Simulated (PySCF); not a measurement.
[VCl6]2-: V(IV) (d1), charge -2. The structure is a PBE0-D3(BJ)/def2-SVP, IEF-PCM water geometry optimised for multiplicity 2; coordination octahedral, point group Oh, metal–donor distances 2.32 Å.

The d shell alone is too small an active space for [VCl6]2- (an active orbital has only 0.69 squared overlap with the free ion's shell): its levels, fitted parameters, g values and moments show what this model gives and aren't sound predictions.

```
7

V     0.000    0.000    0.000
Cl    0.000    0.000    2.317
Cl    0.000    0.000   -2.317
Cl    2.317    0.000    0.000
Cl   -2.317    0.000    0.000
Cl    0.000    2.317    0.000
Cl    0.000   -2.317    0.000
```

Method (PySCF 2.14, density fitting): CASSCF(1,5) with orbitals averaged over all microstates of the shell, strongly contracted NEVPT2 on the averaged canonical orbitals; basis x2c-TZVPall on the metal, x2c-SVPall elsewhere; spin-free X2C; IEF-PCM water; spin-orbit coupling by state interaction with the mean-field operator over all roots.

Which term lies lowest, and with what spin?

2T2g (S = 1/2, orbital degeneracy 3), with 1.0 electrons in the lower (t2g-type) set and 0.0 in the upper (eg-type) set, by NEVPT2.

List the excited states of the same spin.

By NEVPT2: 2Eg at 20441 cm⁻¹ (489 nm). All are electric-dipole forbidden at this geometry.

What ligand-field parameters describe the result?

At NEVPT2 level: orbital energies 0, 0, 0, 20441, 20441 cm⁻¹; 10Dq = 20441 cm⁻¹; ζ = 169 cm⁻¹ (free ion 245).

What magnetic behaviour follows?

Degenerate or low-lying orbital states mix with the ground state, so no spin-only Hamiltonian applies. The lowest spin-orbit level is 4-fold; the next lies at 320.1 cm⁻¹. μeff is 1.73 μB at 300 K and 0.36 μB at 10 K; the spin-only value is 1.73 μB.

No frequencies were computed for the optimised geometry. Charge-transfer states lie outside this active space and may come lower than some of these levels. The ground state is orbitally degenerate in this regular structure, which would distort (Jahn–Teller), so its moment is that of the undistorted model. NEVPT2 lifts 2Eg from 17025 to 20441 cm⁻¹; on the d shell alone it tends to overshoot states that fill the eg-type orbitals. NEVPT2 on the d shell alone tends to put d–d bands too high for such charged or covalently bound ions.

The job took 14 s on one thread of Arm Neoverse V1 (shared host), with 156 basis functions and a peak of 0.6 GiB, launched as `OMP_NUM_THREADS=1 python lf_run.py task.json out`.
